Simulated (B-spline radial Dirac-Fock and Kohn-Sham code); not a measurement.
**Binding energies of Ge³⁺ at several levels of theory**

System: the Ge³⁺ ion, configuration [Ar] 3d10 4s1.

The density-functional columns are spherical, spin-unpolarised Dirac-Kohn-Sham results without Breit or QED terms: −ε is minus the orbital energy of the initial state and ΔSCF the difference of two total energies. The reference in the last column comes from ΔSCF Dirac-Fock with Breit, self-energy and vacuum polarisation, finite nucleus, configuration average. All numbers are from an atomic code on a B-spline grid, in eV; a selection of levels is shown. For the 1s level of heavy atoms much of the gap between ΔSCF and the reference is the Breit and QED part, -22.4 eV here; for other levels the error of the functional can be larger.

```tsv
level	PBE −ε	PBE ΔSCF	LDA −ε	LDA ΔSCF	Dirac-Fock
K (1s)	10992.4	11191.3	10972.5	11170.8	11149.7
L1 (2s)	1405.3	1437.7	1403.1	1435.6	1463.3
L2 (2p1/2)	1253.8	1293.5	1253.2	1293.0	1294.7
L3 (2p3/2)	1221.9	1260.6	1221.4	1260.2	1263.5
M2 (3p1/2)	152.5	165.6	152.4	165.5	173.3
M3 (3p3/2)	148.2	161.2	148.1	161.1	169.0
M4 (3d3/2)	63.44	75.75	63.84	76.14	73.13
M5 (3d5/2)	62.85	75.12	63.24	75.50	72.58
N1 (4s)	40.45	46.34	40.89	46.65	44.60
```

Task: Order the estimates of the K (1s) level by their distance from the Dirac-Fock value, nearest first.
A. PBE −ε
B. LDA −ε
C. LDA ΔSCF
D. PBE ΔSCF

Result: C (21.1 eV), D (41.6 eV), A (157.3 eV), B (177.1 eV).

For the outermost level NIST gives 45.7155 eV (measured); the differences from it are PBE −ε -5.27, PBE ΔSCF +0.63, LDA −ε -4.82, LDA ΔSCF +0.94, Dirac-Fock -1.12 eV.

Values without a named source are computed, but for edge energies of neutral atoms, which are taken from tables.
